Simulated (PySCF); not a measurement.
Correlation energy of Fe²⁺ (iron, charge +2)

[Ar] 3d6, high-spin 5D determinant. Calculation: PySCF 2.14, in x2c-TZVPPall; the spin-free X2C one-electron Hamiltonian (Gaussian nucleus). Frozen: [Ne]; 14 electrons correlated.

```csv
level,correlation energy (mhartree)
CCSD,-439.73
(T),-7.38
CCSD(T),-447.11
```

Diagnostics: T1 = 0.0065, D1 = 0.0140, largest double amplitude 0.021.

Question: Is a single reference adequate?

Answer: Yes: T1 lies below 0.03 and no double amplitude reaches 0.07.

This basis was not built for core-valence correlation, so the inner-shell part is incomplete.
